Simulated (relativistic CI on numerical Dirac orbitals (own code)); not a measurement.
# Mn10+: computed level list

Method of calculation: Dirac-Coulomb-Breit CI, orbitals from a KLI potential per configuration, model QED (radiative potential, 1s self-energy scaled to tabulated hydrogen-like ionisation energies), unscaled Slater integrals (own radial code, finite nucleus).

Configurations in the expansion (outside the closed core [Ne]): 3s2 3p3, 3s 3p4, 3s2 3p2 3d, 3p5, 3s 3p3 3d, 3p4 3d, 3s 3p2 3d2, 3s2 3p2 4s, 3s2 3p2 4p, 3s2 3p 3d 4p, 3p4 4s, 3p4 4p, 3s2 3p2 4d, 3s2 3p 3d2, 3s2 3d3, 3s 3p 3d3, 3s2 3d2 4s, 3s2 3d2 4p, 3s2 3d2 4d, 3p3 3d2, 3p2 3d3, 3p2 3d2 4s, 3p2 3d2 4p, 3p2 3d2 4d, 3s2 3p 3d 4s, 3s 3p 3d2 4s, 3s2 3d 4s2, 3s2 3d 4s 4p, 3s2 3d 4s 4d. Double excitations out of closed p, d and f shells are left out; levels of such configurations are missing from the list, as are those of other unlisted configurations, and high levels can miss mixing partners.

The lowest level is 3s2 3p3 4S°_3/2, with 95 % of that term; Hund's rules for 3s2 3p3 give 4S° with J = 3/2, in agreement.

```
No.  Configuration  Term    J   E (eV)   %  Next component (%)  Landé g
  1        3s2 3p3   4S°  3/2   0.0000  95     2 3s 3p3 3d 4S°    1.989
  2        3s2 3p3   2D°  3/2   5.3478  87               9 2P°    0.855
  3        3s2 3p3   2D°  5/2   5.7533  97     2 3s 3p3 3d 2D°    1.200
  4        3s2 3p3   2P°  1/2   9.0519  96           2 3p5 2P°    0.665
  5        3s2 3p3   2P°  3/2   9.6044  85               9 2D°    1.290
  6         3s 3p4    4P  5/2  31.4295  87    10 3s2 3p2 3d 4P    1.597
  7         3s 3p4    4P  3/2  32.3744  88    10 3s2 3p2 3d 4P    1.732
  8         3s 3p4    4P  1/2  32.8209  87    10 3s2 3p2 3d 4P    2.664
  9         3s 3p4    2D  3/2  39.3451  75    21 3s2 3p2 3d 2D    0.807
 10         3s 3p4    2D  5/2  39.5136  75    21 3s2 3p2 3d 2D    1.203
 11     3s2 3p2 3d    2P  3/2  45.3982  52        43 3s 3p4 2P    1.327
 12     3s2 3p2 3d    2P  1/2  46.0105  38        35 3s 3p4 2P    0.987
 13         3s 3p4    2S  1/2  47.7444  61    14 3s2 3p2 3d 2P    1.679
 14     3s2 3p2 3d    4F  3/2  49.9134  94                2 4D    0.421
 15     3s2 3p2 3d    4F  5/2  50.2751  92                4 4D    1.044
 16     3s2 3p2 3d    4F  7/2  50.8096  93                4 4D    1.245
 17     3s2 3p2 3d    4F  9/2  51.4937  96     2 3s 3p2 3d2 4F    1.330
 18     3s2 3p2 3d    2F  5/2  51.7805  70               26 4D    0.997
 19     3s2 3p2 3d    4D  1/2  52.0594  96     2 3s 3p2 3d2 4D    0.005
 20     3s2 3p2 3d    4D  7/2  52.1324  51               44 2F    1.295
 21     3s2 3p2 3d    4D  3/2  52.1701  93                2 4F    1.181
 22     3s2 3p2 3d    4D  5/2  52.6359  66               27 2F    1.215
 23     3s2 3p2 3d    2F  7/2  53.6120  53               41 4D    1.266
 24     3s2 3p2 3d    2G  7/2  58.1476  96     2 3s 3p2 3d2 2G    0.892
 25     3s2 3p2 3d    2G  9/2  58.4184  96     2 3s 3p2 3d2 2G    1.114
 26     3s2 3p2 3d    2P  3/2  59.2560  47        45 3s 3p4 2P    1.320
 27     3s2 3p2 3d    4P  5/2  60.4260  84         9 3s 3p4 4P    1.587
 28     3s2 3p2 3d    2P  1/2  60.4631  49        42 3s 3p4 2P    0.743
 29     3s2 3p2 3d    4P  3/2  60.8828  82        10 3s 3p4 4P    1.697
 30     3s2 3p2 3d    4P  1/2  61.1639  82        10 3s 3p4 4P    2.581
 31     3s2 3p2 3d    2D  3/2  62.0127  86         3 3s 3p4 2D    0.844
 32     3s2 3p2 3d    2D  5/2  63.1571  87         7 3s 3p4 2D    1.208
 33     3s2 3p2 3d    2D  5/2  65.4053  84        11 3s 3p4 2D    1.201
 34     3s2 3p2 3d    2D  3/2  65.4223  79        15 3s 3p4 2D    0.808
 35     3s2 3p2 3d    2P  1/2  67.6066  66               22 2S    1.036
 36     3s2 3p2 3d    2S  1/2  68.2820  55               24 2P    1.639
 37     3s2 3p2 3d    2P  3/2  68.4457  89         5 3s 3p4 2P    1.325
 38     3s2 3p2 3d    2F  5/2  68.4939  85               10 2D    0.897
 39     3s2 3p2 3d    2F  7/2  68.8797  96     3 3s 3p2 3d2 2F    1.142
 40     3s2 3p2 3d    2D  5/2  71.4684  82               11 2F    1.162
 41      3s 3p3 3d   6D°  1/2  71.6339  99                        3.333
 42      3s 3p3 3d   6D°  3/2  71.6578  99                        1.866
 43     3s2 3p2 3d    2D  3/2  71.6930  94         2 3p4 3d 2D    0.801
 44      3s 3p3 3d   6D°  5/2  71.6966  99                        1.656
 45      3s 3p3 3d   6D°  7/2  71.7517  99                        1.586
```

Energies count from the lowest computed level; ° marks odd parity.

The mean weight of the leading LS term, summed over parents, in these 45 levels is 81 %, and that of the leading jj configuration (from the same eigenvectors) 51 %, so LS coupling describes them better.

At this charge energies of transitions that change n are usually good to better than 1 %, and those within a shell (Δn = 0) to a few per cent.

LS names give the leading component of a level, which can be under half, so a name can repeat, a term be missing and a line seem to break the LS rules.
